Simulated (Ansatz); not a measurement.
`C#[C][GeH2][SbH2]`. Total charge 0; spin multiplicity 1. Sb: def2 effective core potential. The structure was optimised at the PBE0-D4/def2-TZVP level.

```xyz
9

C     0.953    2.483   -0.003
C     0.222    1.524    0.034
Ge   -0.856   -0.040    0.103
Sb    0.746   -2.044    0.637
H     1.590    3.337   -0.038
H    -1.882    0.139    1.233
H    -1.584   -0.181   -1.242
H     1.299   -2.051   -0.979
H    -0.488   -3.165    0.256
```

Task: What is the dipole moment at PBE/def2-TZVPP? (Best estimate.)

Result: Computed: 0.43 D, with components (0.29, -0.21, 0.24) D in this frame, pointing from negative to positive charge.

Task: And with r2SCAN, B3LYP, ωB97M-V? (Best estimate.)

Result: Ansatz gave: r2SCAN 0.38 D, B3LYP 0.48 D, ωB97M-V 0.39 D.

Task: Give the Mulliken charges with PBE, r2SCAN, ωB97M-V in def2-TZVPP. (Estimate.)

Result: The calculation gave: 
```tsv
atom	PBE	r2SCAN	ωB97M-V
C1	-0.18	-0.25	-0.23
C2	-0.15	-0.11	-0.17
Ge3	0.13	0.16	0.11
Sb4	0.13	0.14	0.10
H5	0.20	0.21	0.22
H6	0.00	0.00	0.03
H7	0.01	0.01	0.04
H8	-0.06	-0.08	-0.05
H9	-0.07	-0.09	-0.06
```

B3LYP here is the variant with VWN-RPA as its local correlation; programs differ in this.
